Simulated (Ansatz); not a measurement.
Geometry optimisation, RKS PBE-D4/def2-SVP in Ansatz.

The input (input.yaml):

```yaml
crystal:
  periodic: [false, false, false]
  atoms:
    - { symbol: W, position_ang: [0.0, 0.0, 0.0] }
    - { symbol: H, position_ang: [0.0, 0.0, 2.07] }
    - { symbol: H, position_ang: [1.72, 0.0, 0.0] }
    - { symbol: H, position_ang: [0.0, 1.72, 0.0] }
    - { symbol: H, position_ang: [-1.72, 0.0, 0.0] }
    - { symbol: H, position_ang: [0.0, -1.72, 0.0] }
    - { symbol: F, position_ang: [0.0, 0.0, -1.85] }
    - { symbol: Br, position_ang: [1.8861, 1.9648, 0.905] }
    - { symbol: H, position_ang: [0.6964, 0.7254, 2.129] }
basis:
  gaussian: { orbitals: def2-SVP }
hamiltonian:
  xc: pbe
  dispersion: d4
relax:
  f_tol: 0.15
  max_steps: 25
  restrain:
    - { distance: [0, 7], at: 2.57, k: 30.0 }
    - { distance: [8, 1], at: 0.66, k: 30.0 }
    - { distance: [0, 1], at: 2.92, k: 30.0 }
    - { distance: [8, 7], at: 2.75, k: 30.0 }
output:
  orbitals: {}
```

Launched with:

```bash
$ ansatz run input.yaml --threads 2 --pin off --max-ram 3072MiB --backend cpu --events-out ev --progress --plain --runs-dir out
```

Q: Where does it end, and by what steps?

A: It converged. The restraints hold the end off the free minimum. After 7 steps the energy has fallen by 5.828 eV (the restraints' own energy left out); H4 moved furthest, 0.73 Å. Parted: W1–H2 (2.07 → 2.91 Å). Joined: H2–H9 (1.01 → 0.73 Å).

```csv
step,energy less start (eV),largest force component (eV/Å),accepted
0,0.0000,6.107,yes
1,-1.8701,3.128,yes
2,-3.0011,4.906,yes
3,-4.5659,3.379,yes
4,-5.4948,1.976,yes
5,-5.8123,1.071,yes
6,-5.8277,1.187,yes
7,-5.8279,1.253,yes
```

```xyz
9
Properties=species:S:1:pos:R:3
W 0.257 0.268 -0.411
H 0.075 0.085 2.490
H 1.498 -0.565 0.352
H -0.597 1.497 0.349
H -1.312 -0.093 0.124
H -0.079 -1.306 0.126
F 0.243 0.250 -2.247
Br 1.972 2.012 0.321
H 0.525 0.543 2.150
```

The run took 36 s on 2 threads of Intel(R) Xeon(R) Platinum 8259CL CPU @ 2.50GHz (Skylake/Cascade Lake), with other jobs on the host, peak memory 0.18 GiB.
